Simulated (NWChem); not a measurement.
Species: CdS; SMILES [S]=[Cd]

All runs: NWChem. The geometry was optimised at PBE0/def2-SVP. def2 effective core potentials on Cd; no spin-orbit coupling.

Q: Predict the results for PBE0/def2-TZVP. Quantities: highest occupied level (eV); orbital gap (eV); dipole (D).

A: 
```json
{
  "highest occupied level (eV)": "-6.24",
  "orbital gap (eV)": "2.13",
  "dipole (D)": "5.97"
}
```
